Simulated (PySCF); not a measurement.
Ionisation energy of Tl(2+) by level of theory

Tl(2+) [Xe] 4f14 5d10 6s1 (2S) → Tl(3+) [Xe] 4f14 5d10 (1S), as a difference of total energies. Calculation: PySCF 2.14, in x2c-TZVPPall with one added diffuse shell each of s, p, d, f type (12s8p7d4f, 99 functions); the spin-free X2C one-electron Hamiltonian (Gaussian nucleus). Correlated levels: valence and next inner shell: [Kr] 4d10 4f14 frozen. The calculations carry no spin-orbit coupling.

| method | ionisation energy (eV) | error (eV) |
| --- | --- | --- |
| UHF | 28.220 | -1.632 |
| MP2 (valence and next inner shell) | 29.808 | -0.044 |
| SCS-MP2 (valence and next inner shell) | 29.561 | -0.291 |
| CCSD (valence and next inner shell) | 29.563 | -0.289 |
| CCSD(T) (valence and next inner shell) | 29.612 | -0.240 |

Reference: 29.852 eV (measured; NIST Atomic Spectra Database, ionization energies).

Errors of the correlated levels include the incompleteness of this basis and the frozen core.
